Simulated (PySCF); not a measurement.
A structure optimised at PBE-D3(BJ)/def2-SVP, used in a PySCF frequency run:

```xyz
10

O      0.2201    -0.2913     1.7724
Ge     0.1780    -0.0438     0.0508
O      0.1360    -1.3820    -1.0740
O      0.8786     1.4702    -0.4501
O     -1.7392     0.3445    -0.3557
H      0.0252    -1.2064     2.0664
H      0.9868    -1.5942    -1.5117
H      1.4133     1.9139     0.2425
H     -2.0116     1.2879    -0.4141
H     -2.0730    -0.1330    -1.1502
```
Charge +1, spin multiplicity 1.

### Question
Write its SMILES and formula.

### Answer
[OH][Ge]([OH])([OH])[OH2+], GeH5O4

### Question
What are its rotational constants (standard atomic weights)?

### Answer
3.5112, 3.1759, 3.0012 GHz
